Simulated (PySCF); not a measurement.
**Dipole moment and polarisability of `CCS[SiH2]SC`**

Species: C₃H₁₀S₂Si.
SMILES with atom numbers: `[CH3:1][CH2:2][S:3][SiH2:4][S:5][CH3:6]` (hydrogens: H7, H8, H9 on C1; H10, H11 on C2; H12, H13 on Si4; H14, H15, H16 on C6)

Cartesian coordinates in Å at the GFN2-xTB level; atoms count from 1:
```xyz
16
C3H10S2Si angstrom
C     -2.5340    0.0414    0.3421
C     -1.3273    0.5634   -0.4099
S     -0.3370   -0.7916   -1.1541
Si     0.7547   -1.5237    0.5388
S      1.6337    0.1216    1.6028
C      2.5894    0.8951    0.2563
H     -3.1359    0.8777    0.6929
H     -2.2270   -0.5505    1.2021
H     -3.1451   -0.5807   -0.3079
H     -0.6720    1.1415    0.2415
H     -1.6296    1.1816   -1.2540
H      1.7819   -2.3616   -0.0480
H     -0.0872   -2.1614    1.5318
H      2.9850    1.8260    0.6481
H      1.9397    1.0917   -0.5917
H      3.4032    0.2385   -0.0348
```

Level: B3LYP/def2-SVPD (PySCF), static field, nuclei fixed, core orbitals frozen in the response. The polarisability tensor in these axes (au):

```
x   117.55   1.37   6.70
y     1.37 102.34   0.90
z     6.70   0.90 101.30
```

Problem. Diagonalise the tensor; give its mean and Δα, where Δα² is half the sum of the squared differences of the eigenvalues.

Solution. Principal values 98.85, 102.24 and 120.10 au; mean 107.07 au = 15.87 Å³ = 17.65 × 10⁻⁴⁰ C²·m²/J; Δα = 19.78 au (18 % of the mean).

Problem. What is the dipole moment, and where does it point?

Solution. (-0.17, 0.93, -0.21) D, 0.97 D in size, pointing from the negative to the positive side. Measured along this direction, the outermost atoms are H12 at the negative end and H11 at the positive end.

Problem. What are the principal values of the traceless quadrupole moment, Θ = ½Σq(3rr − r²1), about the centre of nuclear charge?

Solution. -10.26, 4.23, 6.03 D·Å. The values depend on the origin, since the dipole doesn't vanish. The electronic extent ⟨r²⟩ about the same centre is 1290 bohr², a root-mean-square distance of 2.21 Å for the 74 electrons.

Problem. What would n − 1 = 2πNα be for an ideal gas of these molecules at 400 K and 1 atm, electronic part alone?

Solution. N = p/kT = 1.8347 × 10¹⁹ cm⁻³, so n − 1 = 2π × N × 15.87 × 10⁻²⁴ cm³ = 1829 × 10⁻⁶ at long wavelengths, for an ideal gas.

Problem. Find the Langevin capture rate constant for O2+ (31.990 u) meeting this molecule (137.999 u), k = 2.342 × 10⁻⁹ cm³/s × √(α in Å³ / reduced mass in u).

Solution. The reduced mass is 25.97 u, so k = 1.83 × 10⁻⁹ cm³/s. The formula leaves out the permanent dipole, which adds to the capture rate.

Problem. Rayleigh depolarisation ratio (linearly polarised light, static tensor)?

Solution. ρ = 3Δα²/(45ᾱ² + 4Δα²) = 1173.2/(515837 + 1564.3) = 0.00227.

Problem. Along which axes do the principal values lie, and how far do the nuclei extend along each?

Solution. Largest value along (0.94, 0.09, 0.34), where the nuclei span 6.30 Å; middle along (-0.12, 0.99, 0.08), 4.05 Å; least along (-0.33, -0.11, 0.94), 3.23 Å. The response follows the extents in order.

The structure is a single GFN2-xTB conformer in the gas phase; no vibrational or solvent corrections.

These values come from a run that also computed excited states. The run took 63 s wall on one thread, Arm Neoverse N1 (aarch64), no GPU, shared host, and the process peaked at 0.86 GiB of memory.
